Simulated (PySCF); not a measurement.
Bonds (- single, = double, # triple, : aromatic): C1#C2 1.222 Å, C2-Al3 1.940 Å, Al3-N4 2.063 Å, N4#C5 1.147 Å. C1 carries H6; Al3 carries H7, H8; C5 carries H9. Formal charges: Al3 -1, N4 +1.

Geometry: PBE0-D3(BJ)/def2-SVP; GIAO absolute shieldings from PySCF 2.14, gas phase, non-relativistic, averaged over equivalent atoms.

At PBE0/pcSseg-0 (57 basis functions, 3.7 s wall time on 1 thread of an Arm Neoverse V1, shared host):
```csv
atoms,σ (ppm)
C5,70.1
C1,82.4
C2,92.9
Al3,445.6
N4,16.9
H7/H8,28.01
H9,28.43
H6,30.71
```

Problem. What do these become at PBE0/def2-SVP?

Solution. 
| atoms | σ at PBE0/def2-SVP | change |
| --- | --- | --- |
| C5 | 88.4 | +18.3 |
| C1 | 98.9 | +16.5 |
| C2 | 102.7 | +9.8 |
| Al3 | 491.1 | +45.5 |
| N4 | 35.4 | +18.5 |
| H7/H8 | 27.39 | -0.62 |
| H9 | 27.68 | -0.75 |
| H6 | 29.65 | -1.06 |

The largest change is at Al3 (aluminium bonded to C, N, 2 H). Cost: 94 basis functions, 5.7 s wall time on 1 thread of an Arm Neoverse V1, shared host. The order of the carbon signals is the same at both levels.
